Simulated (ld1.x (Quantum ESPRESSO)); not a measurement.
## Ge (Z = 32): one change to an ultrasoft potential, before and after

* Element: Ge (Z = 32)
* Generator: ld1.x (Quantum ESPRESSO) 7.5
* Type: ultrasoft
* Functional: LDA (PZ)
* Relativity: scalar-relativistic
* Frozen core: [Ar] 3d10
* Valence charge: 4
* Reference configuration: 4s2 4p2
* Partial waves: 4s (bound): rcut 1.40, rcutus 1.80 bohr; 4s channel at 0.1 Ry: rcut 1.40, rcutus 1.80 bohr; 4p (bound): rcut 1.65, rcutus 2.00 bohr; 4p channel at 1.45 Ry: rcut 1.65, rcutus 2.00 bohr; 4d channel at -0.1 Ry: rcut 1.45, rcutus 1.95 bohr; 4d channel at 1.75 Ry: rcut 1.45, rcutus 1.95 bohr
* Local potential: all-electron potential smoothed inside 1.85 bohr (lloc = -1)
* Core correction: Bessel-smoothed model core, default radius (core density twice the valence density)
* Augmentation charge: built from norm-conserving waves at rcut, not smoothed further

All-electron outer shells of the reference configuration (LDA (PZ), scalar-relativistic, ld1.x):

```json
{"shell": "3p", "level (eV)": "-115.38", "outermost node (bohr)": "0.23", "outermost maximum (bohr)": "0.54"}
{"shell": "3d", "level (eV)": "-29.55", "outermost node (bohr)": "–", "outermost maximum (bohr)": "0.50"}
{"shell": "4s", "level (eV)": "-11.95", "outermost node (bohr)": "0.77", "outermost maximum (bohr)": "1.73"}
{"shell": "4p", "level (eV)": "-4.05", "outermost node (bohr)": "0.82", "outermost maximum (bohr)": "2.19"}
```

Change: all radii but the core radius scaled by about 0.92 (s 1.66, p 1.84, d 1.80 bohr, rcut 1.30/1.52/1.34); local potential all-electron potential smoothed inside 1.72 bohr (lloc = -1).

Cutoffs: the cutoffs (Ry, on a coarse ladder) from which the occupation-weighted sum of valence levels, in a spherical-Bessel basis at the reference potential, stays within 10 and 1 mRy of its value at 400 Ry; they do not see the model core or the augmentation charge, which bear on the density cutoff. Errors are all-electron minus pseudo energies relative to the spin-unpolarised reference configuration.

Task: What does the change do?

Result: The potential gets harder (8 Ry and 15 Ry → 12 Ry and 18 Ry); both files keep a bound ghost (d); of the 9 tests that both files solve, the error grows in 1 and shrinks in 0 by more than 15 % and 0.3 meV (median size 7.4 → 7.9 meV). A smaller radius makes the pseudo-wave follow the all-electron one further in, where it bends more sharply, so more plane waves are needed.

```tsv
quantity	base	changed
cutoff, loose	8 Ry	12 Ry
cutoff, tight	15 Ry	18 Ry
loose cutoff by channel (10 mRy a level)	s 6 Ry, p 6 Ry	s 10 Ry, p 6 Ry
bound ghosts	d	d
error for 4s2 4p1, meV [ΔE 7.64 eV]	-6.3	-6.4
error for 4s2 4p0, meV [ΔE 23.35 eV]	-48	-50
error for 4s1 4p0, meV [ΔE 58.57 eV]	-274	-284
error for 4s2 4p1.5, meV [ΔE 2.89 eV]	-1.2	-1.2
error for 4s2 4p2.3, meV [ΔE -0.93 eV]	0.0	0.0
error for 4s0 4p4, meV [ΔE 16.36 eV]	-46	-46
error for 4s1 4p2, meV [ΔE 16.41 eV]	-31	-31
error for 4s2 4p2 (spin-polarised), meV [ΔE -0.56 eV]	-2.2	-3.2
error for 4s2 4p1 (spin-polarised), meV [ΔE 7.45 eV]	-7.4	-7.9
lowest overlap eigenvalue by channel	s 0.35, p 0.55, d 1.00	s 0.38, p 0.47, d 1.00
```

 A true bound ghost makes a file unfit for plane-wave use even where its test errors are small: the radial tests pick states by their node count and pass the ghost by.
